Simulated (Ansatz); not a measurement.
System: HSOF$_{2}$, charge 1, singlet. HSOF2+ (SMILES [OH+]=S(F)F).
B3LYP-D3(BJ)/def2-TZVP minimum from Ansatz (a quantum-chemistry and plane-wave program):
```xyz
5

O      1.2627    -0.5678     0.2465
S     -0.1591    -0.0617     0.4204
F     -0.9204    -0.6972    -0.7535
F     -0.1112     1.3667    -0.1442
H      1.7276    -0.4945    -0.6194
```
Charge +1, spin multiplicity 1.

Total energies in cc-pV(D+d)Z, 26 correlated electrons, 8 frozen orbitals. Open shells are spin-unrestricted; no spin-orbit coupling. Cores are frozen in correlated methods. No relativity.

```json
[
 {"method": "HF", "program": "Ansatz", "energy (Eh)": "-671.48479", "minus CCSDT(Q) (mEh)": "734.19"},
 {"method": "MP2", "program": "Ansatz", "energy (Eh)": "-672.18467", "minus CCSDT(Q) (mEh)": "34.31"},
 {"method": "CCSD", "program": "Ansatz", "energy (Eh)": "-672.19795", "minus CCSDT(Q) (mEh)": "21.03"},
 {"method": "CCSD(T)", "program": "Ansatz", "energy (Eh)": "-672.21609", "minus CCSDT(Q) (mEh)": "2.89"},
 {"method": "CCSDT(Q)", "program": "Ansatz", "energy (Eh)": "-672.21898", "minus CCSDT(Q) (mEh)": "0.00"}
]
```

Rough core times of Ansatz's runs on a shared machine: CCSD(T) under 20 s, CCSDT(Q) 9 min.
